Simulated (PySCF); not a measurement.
SCF from a fresh guess for doublet ScI2, at the PBE0 minimum. PySCF input:

```python
from pyscf import gto, scf, dft
mol = gto.M(atom='''
Sc     0.000000     0.000000    -0.352248
I      2.654652    -0.000000     0.033727
I     -2.654652     0.000000     0.033727''',
    basis={'Sc': 'def2-SVP', 'I': 'def2-SVP'},
    ecp={'I': 'def2-SVP'},
    charge=0, spin=1)
mf = dft.UKS(mol, xc='PBE0')
mf.grids.atom_grid = (50, 194)
aux = {'Sc': 'def2-universal-JKFIT', 'I': 'def2-universal-JKFIT'}
mf = mf.density_fit(auxbasis=aux)
mf.conv_tol = 1e-08
mf.diis_space = 10
mf.max_cycle = 60
mf.init_guess = 'huckel'
mf.verbose = 4
mf.kernel()
```

Excerpt of the output (cycles alone); where DIIS stalls, ADIIS, DIIS with a small level shift and a second-order solver take over in turn:

```
init E= -1355.50191304914
cycle= 1 E= -1337.08991122329  delta_E= 18.4  |g|= 4.75  |ddm|= 4.55
cycle= 2 E= -1307.06467622258  delta_E=   30  |g|= 3.51  |ddm|= 14.9
cycle= 3 E= -1321.38650530561  delta_E= -14.3  |g|= 4.13  |ddm|= 16.9
cycle= 4 E= -1330.57825544551  delta_E= -9.19  |g|= 4.73  |ddm|= 4.13
cycle= 5 E= -1331.37195463553  delta_E= -0.794  |g|= 4.79  |ddm|= 0.513
cycle= 6 E= -1331.16810714738  delta_E= 0.204  |g|= 4.76  |ddm|= 0.195
cycle= 7 E= -1331.68582217366  delta_E= -0.518  |g|= 4.81  |ddm|= 0.441
cycle= 8 E= -1332.07506266015  delta_E= -0.389  |g|= 4.84  |ddm|= 0.286
cycle= 9 E= -1332.16156034498  delta_E= -0.0865  |g|= 4.84  |ddm|= 0.0683
cycle= 10 E= -1336.89289157006  delta_E= -4.73  |g|= 5.01  |ddm|= 1.57
cycle= 11 E= -1341.74864378429  delta_E= -4.86  |g|= 4.89  |ddm|= 1.48
cycle= 12 E= -1355.68037481854  delta_E= -13.9  |g|= 0.579  |ddm|= 3.58
cycle= 13 E= -1355.76484462759  delta_E= -0.0845  |g|= 0.492  |ddm|= 1.53
cycle= 14 E= -1355.92334657612  delta_E= -0.159  |g|= 0.213  |ddm|= 0.988
cycle= 15 E= -1355.96177213308  delta_E= -0.0384  |g|= 0.0215  |ddm|= 0.356
cycle= 16 E= -1355.96267226001  delta_E= -0.0009  |g|= 0.00665  |ddm|= 0.0904
cycle= 17 E= -1355.96279735347  delta_E= -0.000125  |g|= 0.00487  |ddm|= 0.0349
cycle= 18 E= -1355.96288788358  delta_E= -9.05e-05  |g|= 0.00251  |ddm|= 0.0301
cycle= 19 E= -1355.96293148822  delta_E= -4.36e-05  |g|= 0.00232  |ddm|= 0.0152
cycle= 20 E= -1355.96283679139  delta_E= 9.47e-05  |g|= 0.00224  |ddm|= 0.0336
cycle= 21 E= -1355.96244145601  delta_E= 0.000395  |g|= 0.00445  |ddm|=  0.2
cycle= 22 E= -1355.9624389278  delta_E= 2.53e-06  |g|= 0.00392  |ddm|= 0.00782
cycle= 23 E= -1355.96241841753  delta_E= 2.05e-05  |g|= 0.000712  |ddm|= 0.0801
cycle= 24 E= -1355.96241915253  delta_E= -7.35e-07  |g|= 0.000445  |ddm|= 0.0125
cycle= 25 E= -1355.96241850031  delta_E= 6.52e-07  |g|= 0.000554  |ddm|= 0.0106
cycle= 26 E= -1355.96241879751  delta_E= -2.97e-07  |g|= 0.000146  |ddm|= 0.00159
cycle= 27 E= -1355.96241881139  delta_E= -1.39e-08  |g|= 4.23e-05  |ddm|= 0.00142
cycle= 28 E= -1355.96241881296  delta_E= -1.58e-09  |g|= 6.58e-06  |ddm|= 0.000297
Extra cycle  E= -1355.96241881292  delta_E= 4e-11  |g|= 9.03e-06  |ddm|= 3.47e-05
converged SCF energy = -1355.96241881292  <S^2> = 0.75438487  2S+1 = 2.0043801
```

This is not the lowest solution: all starts ended here, but a stability analysis within the same unrestricted form found one 5.7 kJ/mol lower, at -1355.96458 Eh.

Other spin states or occupations of the open shell can lie lower. Spin–orbit coupling, left out here, can matter for elements this heavy.

The search for the lowest solution, 3 starts and the stability check together, took 75 s on 2 threads of a shared Arm Neoverse N1 host, with 83 basis functions; the process peaked at 0.37 GiB. Launch command: `OMP_NUM_THREADS=2 python axn.py task.json out`.
